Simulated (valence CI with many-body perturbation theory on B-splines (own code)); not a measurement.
E1 line list for Ti⁺

Level of theory: relativistic CI+MBPT: three valence electrons over a frozen Dirac-Fock core [Ar], a basis of 9 s, 9 p, 10 d, 8 f, 5 g, 3 h, 1 i functions for each j, with the one-electron correlation potential Σ1, the two-electron term Σ2, the three-electron term Σ3, Breit, model QED; selected CI, second order for the rest (own B-spline code, finite nucleus).

Against 52 measured levels this calculation errs by 273 cm⁻¹ on average and by 1006 at most. These come from a selection out of the NIST Handbook of Basic Atomic Spectroscopic Data. Levels without a partner in it may be off by more, other configurations by 1,000 to 4,000 cm⁻¹.

Lines 51 to 100 of 240 in falling wavelength, among levels below 41320 cm⁻¹, chosen from the strongest by gf and those to the six lowest levels. Wavelengths and rates use the calculated energies, so an error of 300 cm⁻¹ moves a line at 377.9 nm by 1.1 % and its rate by three times that or more. Electric multipoles are in the length gauge, E1 and E2 with the static RPA response of the core. Weak lines are less certain than strong ones. Lines between different terms over intervals too small for the method are left out, as are lines whose strength nearly cancels. Where a level lies close to another of its J and parity, the split of strength between their lines is uncertain. The highest levels of a list are the least certain.

Names give the largest LS component (configuration and term), which can be under half, so a name can repeat, a term be missing and a line seem to break the LS rules; names also repeat where a configuration has a term twice. Letters in brackets count levels of one name in rising energy.

```
λ vac (nm)  λ from measured levels              Upper           Lower   A (s⁻¹)  log gf  Branch %
     379.3                          3d²4p ²F°_5/2 [b]  3d³ ²D_5/2 [a]  2.00e+06   -1.59       0.8
     377.9                   372.3  3d²4p ²F°_7/2 [a]    3d²4s ²F_5/2  3.89e+06   -1.18       2.7
     377.6                          3d²4p ²F°_5/2 [b]  3d³ ²D_3/2 [a]  2.49e+07   -0.50       9.6
     377.2                          3d²4p ²F°_7/2 [b]  3d³ ²D_5/2 [a]  1.98e+07   -0.47       7.2
     374.1                   368.6  3d²4p ²D°_3/2 [a]    3d²4s ²F_5/2  9.65e+07   -0.09      67.0
     374.1                   368.6  3d²4p ²D°_5/2 [a]    3d²4s ²F_7/2  9.65e+07    0.08      66.2
     364.5                   359.7  3d²4p ⁴D°_5/2 [a]    3d²4s ²F_7/2  6.16e+06   -1.13       2.4
     364.1                              3d²4p ²S°_1/2      3d³ ²P_3/2  7.41e+07   -0.53      41.1
     362.2                              3d²4p ²S°_1/2      3d³ ²P_1/2  4.48e+07   -0.75      24.8
     362.2                   357.5  3d²4p ⁴D°_3/2 [a]    3d²4s ²F_5/2  3.34e+06   -1.58       1.3
     359.7                              3d²4p ²S°_1/2      3d³ ⁴P_3/2  2.35e+07   -1.04      13.0
     359.4                              3d²4p ²S°_1/2      3d³ ⁴P_1/2  1.29e+07   -1.30       7.2
     354.8                   350.1      3d²4p ⁴G°_5/2      3d³ ⁴F_5/2  7.82e+05   -2.05       0.5
     353.8                   349.2      3d²4p ⁴G°_5/2      3d³ ⁴F_3/2  7.32e+06   -1.08       4.3
     352.4                   347.8      3d²4p ⁴G°_7/2      3d³ ⁴F_5/2  7.57e+06   -0.95       4.4
     350.9                   346.2      3d²4p ⁴G°_9/2      3d³ ⁴F_7/2  7.99e+06   -0.83       4.6
     349.1                   344.5     3d²4p ⁴G°_11/2      3d³ ⁴F_9/2  8.36e+06   -0.74       4.7
     345.2                   341.1      3d²4p ⁴G°_5/2    3d²4s ⁴F_7/2  1.07e+06   -1.94       0.6
     344.9                   340.8      3d²4p ⁴G°_7/2    3d²4s ⁴F_9/2  6.73e+05   -2.02       0.4
     343.6                   339.6      3d²4p ⁴G°_5/2    3d²4s ⁴F_5/2  2.54e+07   -0.57      14.8
     343.0                              3d²4p ²P°_3/2    3d²4s ⁴P_5/2  3.77e+06   -1.58       1.6
     342.9                   338.9      3d²4p ⁴G°_7/2    3d²4s ⁴F_7/2  2.66e+07   -0.43      15.4
     342.6                   337.3      3d²4p ²G°_7/2    3d²4s ²F_7/2  5.78e+06   -1.09       2.7
     342.5                   338.5      3d²4p ⁴G°_5/2    3d²4s ⁴F_3/2  1.35e+08    0.15      78.9
     342.2                   338.1      3d²4p ⁴G°_9/2    3d²4s ⁴F_9/2  1.74e+07   -0.52       9.9
     341.9                              3d²4p ²P°_3/2    3d²4s ⁴P_3/2  6.35e+06   -1.35       2.7
     341.4                   337.4      3d²4p ⁴G°_7/2    3d²4s ⁴F_5/2  1.37e+08    0.28      79.1
     340.3                          3d²4p ²D°_3/2 [b]      3d³ ²P_1/2  1.08e+07   -1.12       6.3
     340.2                   336.2      3d²4p ⁴G°_9/2    3d²4s ⁴F_7/2  1.49e+08    0.41      85.3
     340.1                   335.0      3d²4p ²G°_9/2    3d²4s ²F_7/2  1.55e+08    0.43      73.6
     339.7                   335.0      3d²4p ⁴F°_3/2      3d³ ⁴F_5/2  9.74e+06   -1.17       4.0
     339.5                   334.8      3d²4p ⁴F°_5/2      3d³ ⁴F_7/2  8.83e+06   -1.04       3.6
     339.4                   334.3      3d²4p ²G°_7/2    3d²4s ²F_5/2  1.51e+08    0.32      71.4
     339.3                          3d²4p ²D°_5/2 [b]      3d³ ²P_3/2  6.85e+06   -1.15       4.6
     339.2                   334.5      3d²4p ⁴F°_7/2      3d³ ⁴F_9/2  5.33e+06   -1.13       2.2
     339.1                   335.0     3d²4p ⁴G°_11/2    3d²4s ⁴F_9/2  1.69e+08    0.54      95.3
     338.8                   334.1      3d²4p ⁴F°_3/2      3d³ ⁴F_3/2  4.54e+07   -0.50      18.8
     338.3                   333.6      3d²4p ⁴F°_5/2      3d³ ⁴F_5/2  4.02e+07   -0.38      16.4
     338.1                              3d²4p ⁴S°_3/2    3d²4s ⁴P_5/2  1.13e+08   -0.11      39.6
     337.9                          3d²4p ²F°_7/2 [b]    3d²4s ⁴P_5/2  2.02e+06   -1.56       0.7
     337.8                          3d²4p ²D°_3/2 [b]      3d³ ⁴P_1/2  5.43e+06   -1.43       3.2
     337.7                   333.0      3d²4p ⁴F°_7/2      3d³ ⁴F_7/2  4.43e+07   -0.22      18.0
     337.6                              3d²4p ²P°_3/2      3d³ ²P_3/2  7.91e+06   -1.27       3.4
     337.5                   332.8      3d²4p ⁴F°_5/2      3d³ ⁴F_3/2  7.02e+06   -1.14       2.9
     337.0                   332.4      3d²4p ⁴F°_9/2      3d³ ⁴F_9/2  5.31e+07   -0.04      21.4
     337.0                              3d²4p ⁴S°_3/2    3d²4s ⁴P_3/2  6.76e+07   -0.34      23.7
     336.7                              3d²4p ²P°_1/2      3d³ ²P_3/2  2.47e+07   -1.08       9.4
     336.6                   331.9      3d²4p ⁴F°_7/2      3d³ ⁴F_5/2  6.94e+06   -1.03       2.8
     336.4                              3d²4p ⁴S°_3/2    3d²4s ⁴P_1/2  3.40e+07   -0.64      11.9
     335.6                   331.0      3d²4p ⁴F°_9/2      3d³ ⁴F_7/2  4.33e+06   -1.14       1.7
```

How does gf follow from A for the line at 354.8 nm?

gf = 1.4992 × (2J+1)_upper × A / σ², with σ = 28186 cm⁻¹ and 2J+1 = 6: gf = 0.00885.
